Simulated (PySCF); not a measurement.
¹⁵N chemical shifts

Theoretical values (PySCF 2.14): geometry from GFN2-xTB, GIAO PBE0/pcSseg-1 shieldings. One computed conformer, one averaged value for each set of equivalent atoms, no relativistic terms, isolated molecule.

Shieldings were converted by a linear fit to measured shifts: ¹⁵N (scatter 6.3 ppm rms vs CH3NO2, solution or neat liquid). A few per cent of atoms miss by over 2 rms, more outside the fitted compound classes.

Give the ¹⁵N shifts of `C/C(C#N)=N/[Si@@H](O)C=O`, `C=Cc1nnc(C)c(F)c1C`, `CC(=O)/N=C/C#CCN`, `C1CNNC1`, `N#Cc1cc(F)on1`, `NC(=O)CCF`.

Answers


```csv
compound,environment,δ (ppm)
[CH3:1]/[C:2]([C:3]#[N:4])=[N:5]/[Si@@H:6]([OH:7])[CH:8]=[O:9],N5: imine nitrogen,-7.5
[CH3:1]/[C:2]([C:3]#[N:4])=[N:5]/[Si@@H:6]([OH:7])[CH:8]=[O:9],N4: nitrile nitrogen,-107.7
[CH2:1]=[CH:2][c:3]1[n:4][n:5][c:6]([CH3:7])[c:8]([F:9])[c:10]1[CH3:11],N5: pyridine-type ring nitrogen,22.9
[CH2:1]=[CH:2][c:3]1[n:4][n:5][c:6]([CH3:7])[c:8]([F:9])[c:10]1[CH3:11],N4: pyridine-type ring nitrogen,9.5
[CH3:1][C:2](=[O:3])/[N:4]=[CH:5]/[C:6]#[C:7][CH2:8][NH2:9],N4: imine nitrogen,-2.9
[CH3:1][C:2](=[O:3])/[N:4]=[CH:5]/[C:6]#[C:7][CH2:8][NH2:9],N9: amine nitrogen,-354.7
C1CNNC1,nitrogen bonded to O or N (×2),-290.9
[N:1]#[C:2][c:3]1[cH:4][c:5]([F:6])[o:7][n:8]1,N8: pyridine-type nitrogen of an azole,-7.0
[N:1]#[C:2][c:3]1[cH:4][c:5]([F:6])[o:7][n:8]1,N1: nitrile nitrogen,-85.3
NC(=O)CCF,amide-type nitrogen,-288.6
```
